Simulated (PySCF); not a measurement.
C₂H₃F₃. Atoms are numbered in the order given.

```xyz
8

C      0.0000     0.0000     1.4742
C      0.0000     0.0000    -0.0305
F     -1.0836    -0.6256    -0.5253
F      1.0836    -0.6256    -0.5253
F      0.0000     1.2512    -0.5253
H     -0.8966     0.5177     1.8406
H      0.8966     0.5177     1.8406
H      0.0000    -1.0353     1.8406
```

Geometry: B3LYP-D3(BJ)/def2-SVP.

Method: HF/def2-TZVP run with PySCF.

Symmetry labels are those of the subgroup Cs that the program uses (full group C3v).

Computed valence orbital energies around the gap with their symmetry:
```
orbital  symmetry  energy (eV)
-------  --------  -----------
HOMO−7         A'       -19.23
HOMO−6         A"       -19.23
HOMO−5         A'       -17.97
HOMO−4         A"       -17.97
HOMO−3         A"       -17.51
HOMO−2         A'       -15.93
HOMO−1         A"       -15.93
HOMO           A'       -15.37
LUMO           A'         3.82
LUMO+1         A'         5.60
LUMO+2         A"         5.60
LUMO+3         A'         6.46
```
